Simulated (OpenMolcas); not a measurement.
An atom or ion with 48 electrons was computed by MS-CASPT2, IPEA 0.25 Eh, imaginary shift 0.1 Eh with spin-orbit coupling (OpenMolcas, ANO-RCC-VQZP, DKH2). The lowest levels that the run gave, each within 12 % of the measured value where one is at hand:

```tsv
J	Parity	E (cm⁻¹)	g
0	even	0.0	
0	odd	97720	
1	odd	101530	1.486
2	odd	112800	1.501
1	odd	141270	1.015
0	even	225950	
1	even	235200	1.501
2	even	236990	1.216
2	even	251050	1.286
0	even	274270
```

Q: Which ion is it, and what are the configurations and terms?

A: Xe VII (Z = 54, charge +6; active space 2 electrons in 4 orbitals (5s 5p)). J, parity and g give the terms where levels are pure, and mixed ones are named by the computed weights; the size of the splittings, set against known spectra of the 48-electron sequence, gives the charge. In order, with the measured energies in cm⁻¹ (Saloman, J. Phys. Chem. Ref. Data 33, 765 (2004)): 5s² ¹S₀, 5s 5p ³P°₀ (96141), 5s 5p ³P°₁ (100451), 5s 5p ³P°₂ (113676), 5s 5p ¹P°₁ (143259), 5p² ³P₀ (223673), 5p² ³P₁ (234685), 5p² ¹D₂ [57 %] (236100), 5p² ³P₂ [57 %] (251853), 5p² ¹S₀ (273208).

CASPT2 breaks the degeneracy within a term, and the mean is taken; among the terms shown or strongly mixed into the levels shown the widest spread is 18 cm-1 (5p² ¹D). Over all roots computed the reference weight is 0.90 to 0.95; the roots of lowest weight are the least certain, and an intruder state may touch them. The ¹D term of p² mixes with s d, which this space lacks. Measured partners are found by configuration, term and J. A level has none where our copy of the source lacks it or the pairing is in doubt (some pairs that miss far off the trend of their configuration count as doubtful), and it then counts in no deviation. Levels of configurations outside the active space are missing.

A share in square brackets marks a mixed level and gives the weight of the term that names it. ° marks odd parity.
